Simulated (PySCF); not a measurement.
Si(H)(F)2(Et) (C2H6F2Si), SMILES CC[SiH](F)F.

Geometry optimised at PBE0-D3(BJ)/def2-SVP. Other conformers were not sampled.

All values below come from SMD-M06-2X/6-31G* (PySCF).

Solvation free energies are E(SMD) − E(gas) at the gas-phase geometry, for 1 M in both phases. In vacuum the dipole moment is 2.23 D.

```json
[
 {"solvent": "water", "ΔG(solv) (kcal/mol)": "0.2", "its non-electrostatic (CDS) part": "3.6", "dipole (D)": "2.72"},
 {"solvent": "cyclohexanone", "ΔG(solv) (kcal/mol)": "___", "its non-electrostatic (CDS) part": "___", "dipole (D)": "___"},
 {"solvent": "diethylether", "ΔG(solv) (kcal/mol)": "-3.2", "its non-electrostatic (CDS) part": "-0.8", "dipole (D)": "2.56"}
]
```

Question: Complete the blanks. (An estimate is asked for; the answer gives what the named calculation found.)

Answer: 
- cyclohexanone, ΔG(solv) (kcal/mol): -2.8
- cyclohexanone, its non-electrostatic (CDS) part: 0.4
- cyclohexanone, dipole (D): 2.68
